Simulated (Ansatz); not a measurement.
Program: Ansatz. Geometries: PBE0-D4/def2-TZVP. ΔE: electronic, gas phase. CCSD(T)/CBS adds triple-zeta CCSD(T) − MP2 to the extrapolated MP2 energy (def2 sets, frozen cores). DFT in def2-TZVPP. B3LYP here is the variant with VWN-RPA as its local correlation; programs differ in this. For Se outer-core shells are correlated without core-valence functions, which leaves a few kJ/mol of doubt a bond. Scalar relativity is left out up to krypton. One conformer a species, not always the lowest.

`[F][Al]([Cl])[SeH]` + `C[Se][SiH2]Cl` → `C[Se][Al]([F])[Cl]` + `Cl[SiH2][SeH]`  (redistribution)

Problem. Is it downhill or uphill in electronic energy at CCSD(T)/CBS, and by how much? (Best estimate.)

Solution. Ansatz gave: Uphill: ΔE = +0.12 eV.

Problem. What do these levels give: B3LYP-D4, PBE-QIDH, PBE, revPBE, MP2/def2-QZVPP, CCSD/CBS(def2)? (Best estimate.)

Solution. Computed: B3LYP-D4 0.12, PBE-QIDH 0.12, PBE 0.13, revPBE 0.12, MP2/def2-QZVPP 0.13, CCSD/CBS(def2) 0.12 eV.

Largest T1 diagnostic among the species: 0.010.

Leaving LDA and LC-ωPBE aside and taking each functional with its dispersion term where it has one, the values, not all of them listed here, spread over 0.02 eV, from BHLYP-D4 to revPBE-D4.
